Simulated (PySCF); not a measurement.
**Ta: ionisation energy**

Ta [Xe] 4f14 5d3 6s2 (4F) → Ta⁺ [Xe] 4f14 5d3 6s1 (5F), as a difference of total energies. Computed with PySCF 2.14 in aug-cc-pVDZ-PP with ECP60MDF (5s5p4d2f, 54 functions), with a scalar-relativistic core potential. Correlated levels: valence: 5s2 5p6 frozen. The calculations carry no spin-orbit coupling.

```tsv
method	ionisation energy (eV)
UHF	5.760
PBE	7.260
M06-L	7.686
MP2 (valence)	6.869
SCS-MP2 (valence)	7.080
```

Task: How much does correlation contribute at MP2 (valence)?

Result: 6.869 − (5.760) = 1.109 eV, measured against UHF.

Errors of the correlated levels include the incompleteness of this basis and the frozen core.

MP2 underrates the near-degeneracy of ns² with np² in the lower species.

For comparison: 7.573 eV (measured; NIST levels, between the centres of gravity of the two terms).
